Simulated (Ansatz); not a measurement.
Mulliken charges of CHAlFNO, SMILES `O=C=[N][AlH][F]` from PBE/def2-TZVPP in Ansatz (PBE0-D4/def2-TZVP geometry).

```json
{"atom": "O1", "x (Å)": "1.030", "y (Å)": "-2.627", "z (Å)": "-0.767", "charge (e)": "-0.163"}
{"atom": "C2", "x (Å)": "0.619", "y (Å)": "-1.586", "z (Å)": "-0.449", "charge (e)": "0.205"}
{"atom": "N3", "x (Å)": "0.195", "y (Å)": "-0.518", "z (Å)": "-0.116", "charge (e)": "-0.210"}
{"atom": "Al4", "x (Å)": "-0.421", "y (Å)": "1.062", "z (Å)": "0.334", "charge (e)": "0.564"}
{"atom": "F5", "x (Å)": "-0.480", "y (Å)": "2.216", "z (Å)": "-0.831", "charge (e)": "-0.304"}
{"atom": "H6", "x (Å)": "-0.902", "y (Å)": "1.389", "z (Å)": "1.782", "charge (e)": "-0.092"}
```

Task: By hand: the dipole of these point charges (1 e Å = 4.8032 D).

Result: Σ q r = (-0.090, 0.009, 0.334) e Å, of length 0.346 e Å = 1.66 D.

Task: How does the dipole of the full density compare? (Estimate.)

Result: Ansatz gave: (-0.112, 0.131, 0.271) e Å, 1.54 D; the point charges give 1.08 times that, at 24° from its direction.

Point charges leave out the atoms' own dipoles, such as those of lone pairs, and Mulliken's split depends on the basis, so the two needn't agree.
